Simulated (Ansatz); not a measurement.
ClH$_{7}$OSi$_{3}$ (`O[SiH](Cl)[SiH2][SiH3]`). The species carries charge 0 and has multiplicity 1. The structure was optimised at the PBE0-D4/def2-TZVP level. It is one conformer, not always the lowest.

```xyz
12

O    -1.037    0.175   -2.866
Si   -0.998    0.487   -1.257
Cl   -0.420    2.443   -0.910
Si    0.514   -0.835   -0.055
Si    0.639   -0.083    2.156
H    -0.210    0.195   -3.351
H    -2.400    0.357   -0.805
H     0.085   -2.261   -0.105
H     1.848   -0.725   -0.712
H     1.483   -0.995    2.972
H    -0.727   -0.042    2.744
H     1.223    1.283    2.188
```

Q: What is the dipole moment at ωB97M-V/def2-TZVPP? (An estimate is asked.)

A: The calculation gave: 1.55 D, with components (1.05, -1.12, -0.27) D in this frame, pointing from negative to positive charge.

Q: And with PBE, r2SCAN, B3LYP? (Estimate.)

A: Ansatz gave: PBE 1.46 D, r2SCAN 1.52 D, B3LYP 1.54 D.

Q: Give the Mulliken charges with ωB97M-V, r2SCAN, B3LYP in def2-TZVPP. (An estimate is asked.)

A: Ansatz gave: 
```csv
atom,ωB97M-V,r2SCAN,B3LYP
O1,-0.36,-0.39,-0.37
Si2,0.44,0.56,0.54
Cl3,-0.22,-0.26,-0.26
Si4,-0.02,0.08,0.08
Si5,0.05,0.18,0.16
H6,0.18,0.20,0.19
H7,-0.02,-0.07,-0.07
H8,-0.01,-0.07,-0.06
H9,-0.01,-0.06,-0.06
H10,-0.01,-0.06,-0.05
H11,-0.01,-0.05,-0.05
H12,0.00,-0.05,-0.04
```

B3LYP here is the variant with VWN-RPA as its local correlation; programs differ in this.
